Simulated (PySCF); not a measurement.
# Ionisation energy of Co⁺ by level of theory

Co⁺ [Ar] 3d8 [3d3/2^4 3d5/2^4, M_J = 4] → Co²⁺ [Ar] 3d7 [3d3/2^4 3d5/2^3, M_J = 9/2], as a difference of total energies. Calculation: PySCF 2.14, in x2c-SVPall-2c; the two-component X2C-1e Hamiltonian. Correlated levels: [Ne] frozen; the 6 highest virtual spinors dropped. "Screened" scales the spin-orbit matrix elements by Boettger's factors to mimic the two-electron term; Breit and QED terms are absent.

```tsv
method	ionisation energy (eV)	error (eV)
GHF (spin-free)	14.238	-2.846
GMP2 (spin-free)	16.682	-0.402
GHF (screened spin-orbit)	14.224	-2.860
GMP2 (screened spin-orbit)	16.669	-0.415
```

Reference: 17.084 eV (measured; NIST Atomic Spectra Database, ionization energies).

Errors of the correlated levels include the incompleteness of this basis and the frozen core.

The labels give the starting determinants; with spin-orbit coupling the two ends relaxed to ⟨J²⟩ = 20.01, ⟨L²⟩ = 12.01, ⟨S²⟩ = 2.01 and ⟨J²⟩ = 24.76, ⟨L²⟩ = 12.02, ⟨S²⟩ = 3.75.
